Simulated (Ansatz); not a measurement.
The lowest singlet and triplet of CS (SMILES [C]=S); geometries from B3LYP-D3(BJ)/def2-TZVP, each state relaxed from the structure named, with no frequency check.
Singlet at the triplet's geometry (charge 0, multiplicity 1):
| atom | x (Å) | y (Å) | z (Å) |
|---|---|---|---|
| C | 0.0000 | 0.0000 | -1.1403 |
| S | 0.0000 | 0.0000 | 0.4276 |

A positive gap puts the triplet lower; no zero-point energy. R- takes a restricted singlet. U- takes an unrestricted singlet (broken symmetry where lower, unprojected). The triplet is unrestricted in single-reference levels. Active spaces average the two states.

Correlated levels freeze the cores.

The values were computed with Ansatz (an electronic-structure program) with Gaussian orbitals. Each number belongs to the level named beside it.

| level | gap E(singlet) − E(triplet), vertical, at the triplet's geometry (kJ/mol) |
|---|---|
| U-B3LYP/def2-TZVPP | -314.8 |
| U-PBE0/def2-TZVPP | -299.9 |
| R-MP2/cc-pV(D+d)Z | -377.1 |
| R-MP2/cc-pV(Q+d)Z | -390.2 |
| U-SCS-MP2/cc-pV(T+d)Z | (withheld) |
| R-CCSDT(Q)/cc-pV(D+d)Z | -329.1 |
| SA-CASSCF(10,8)/cc-pV(Q+d)Z | -328.3 |
| SC-NEVPT2 on SA-CASSCF(10,8)/cc-pV(Q+d)Z | -334.3 |
| FIC-MRCISD+Q on SA-CASSCF(10,8)/cc-pV(Q+d)Z | -332.1 |

### Question
Complete the blanks.

### Answer

- U-SCS-MP2/cc-pV(T+d)Z, gap E(singlet) − E(triplet), vertical, at the triplet's geometry (kJ/mol): -401.1

Doubts at one or more of the structures used: a spin-contaminated determinant (R-MP2/cc-pV(D+d)Z, R-MP2/cc-pV(Q+d)Z, U-SCS-MP2/cc-pV(T+d)Z, R-CCSDT(Q)/cc-pV(D+d)Z); T1 above 0.05 (R-CCSDT(Q)/cc-pV(D+d)Z).
